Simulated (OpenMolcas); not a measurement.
## Co4+: effect of the IPEA shift

```yaml
Program: OpenMolcas
Basis: ANO-RCC-VTZP [6s5p3d2f1g]
Scalar_Hamiltonian: DKH2, point nucleus
Active_space: 11 electrons in 8 orbitals (RAS1 3p, at most 2 holes; RAS2 3d)
State_averaging: 2S+1 = 6 even, 1 root; 2S+1 = 4 even, 24 roots; 2S+1 = 2 even, 53 roots
Spin-orbit_coupling: RASSI with atomic mean-field integrals over the reference wave functions, term energies averaged over their components
```

Methods on the same reference wave functions:
A. RASSCF
B. MS-RASPT2, IPEA 0 Eh, imaginary shift 0.1 Eh (closed shells correlated: 3s)
C. MS-RASPT2, IPEA 0.25 Eh, imaginary shift 0.1 Eh (closed shells correlated: 3s)

Energies in cm⁻¹ above 3d⁵ ⁶S_5/2, the measured ground level; measured values from Sugar and Corliss, J. Phys. Chem. Ref. Data 10, 1097 (1981).

| Level | A | B | C | Measured |
| --- | --- | --- | --- | --- |
| 3d⁵ ⁶S_5/2 | 0.0 | 0.0 | 0.0 | 0.0 |
| 3d⁵ ⁴G_5/2 | 43231 | 38510 | 38900 |  |
| 3d⁵ ⁴G_7/2 | 43293 | 38570 | 38960 |  |
| 3d⁵ ⁴G_11/2 | 43311 | 38580 | 38970 | 37218 |
| 3d⁵ ⁴G_9/2 | 43330 | 38600 | 38990 |  |
| 3d⁵ ⁴P_5/2 | 44464 | 42610 | 43050 | 40753 |
| 3d⁵ ⁴P_3/2 | 44565 | 42750 | 43180 | 40891 |
| 3d⁵ ⁴P_1/2 | 44655 | 42910 | 43340 | 41024 |
| 3d⁵ ⁴D_7/2 | 51278 | 46540 | 46980 | 44709 |
| 3d⁵ ⁴D_1/2 | 51396 | 46690 | 47130 | 44908 |
| 3d⁵ ⁴D_3/2 | 51471 | 46830 | 47270 |  |
| 3d⁵ ⁴D_5/2 | 51485 | 46870 | 47310 |  |
| 3d⁵ ²D_5/2 [68 %] | 63125 | 59750 | 60440 | 57083 |
| 3d⁵ ²I_11/2 | 63262 | 56100 | 56750 |  |
| 3d⁵ ²I_13/2 | 63425 | 56240 | 56890 |  |
| 3d⁵ ²D_3/2 | 64027 | 60590 | 61270 | 57823 |
| 3d⁵ ²F_7/2(1) | 65815 | 62170 | 62860 | 59455 |
| 3d⁵ ⁴F_9/2 | 68171 | 63220 | 63680 | 60830 |
| 3d⁵ ⁴F_7/2 | 68233 | 63340 | 63800 | 60974 |
| 3d⁵ ⁴F_3/2 | 68455 | 63650 | 64120 |  |
| 3d⁵ ²H_9/2 | 72774 | 67220 | 67920 | 64742 |
| 3d⁵ ²H_11/2 | 73218 | 67830 | 68520 | 65284 |
| 3d⁵ ²G_7/2 | 75992 | 68920 | 69680 | 66229 |
| 3d⁵ ²G_9/2 | 76308 | 69450 | 70200 | 66760 |

Deviations, from unrounded energies. A percentage is the sum of absolute deviations over the sum of measured energies, with the sign that they share, or ± where signs differ.

```json
{"Against measurement": "mean absolute deviation (cm-1)", "Levels": "15", "A": "6600", "B": "2300", "C": "2800"}
{"Against measurement": "other terms of the ground configuration (%)", "Levels": "15", "A": "+12.2", "B": "+4.2", "C": "+5.2"}
```

B lies closest to measurement on these levels and A furthest from it. The largest miss of B in the table is 3d⁵ ²D_3/2, by +2800 cm-1. The ranking rests on the paired levels alone, and a cruder setting can come out closer through cancelling errors.

Between B and C the level of the table that moves most is 3d⁵ ²G_7/2, by 760 cm-1 (lowest in B, highest in C). Moves below CASPT2's spread within the term are not significant.

From A to B the spin-free energies of the other terms of 3d⁵ shown, above ⁶S, scale by factors of 0.89 to 0.96, as is usual when dynamic correlation screens the repulsion within a d or f shell.

The lowest spin-free term lies below A's lowest term by 0.309 hartree in B, 0.304 hartree in C.

CASPT2 does not keep the components of a term degenerate, so their means are used; among the terms shown or strongly mixed into the levels shown the widest spread is 520 cm-1 (3d⁵ ⁴F, C). Active for correlation alone: 3p; no level in the range computed is led by a configuration that opens it, so any true level of that kind is missing. Without dynamic correlation excited terms often stand tens of per cent too high (terms of higher spin than the ground term too low), and those without a measured partner can miss by more than the paired ones (holds for A). Some levels mix across a computed gap that differs much from the measured one, so their mixing is not that of the real levels (holds for A; C). Measured partners are found by configuration, term and J. A level has none where our copy of the source lacks it or the pairing is in doubt (some pairs that miss far off the trend of their configuration count as doubtful), and it then counts in no deviation. Only configurations of the active space appear. Levels that lie high or do not pair safely by name in every column are left out.

A share in square brackets marks a mixed level and gives the weight of the term that names it, the lowest over the columns. A number in round brackets counts repeated terms of one configuration in the order of the reference energies.
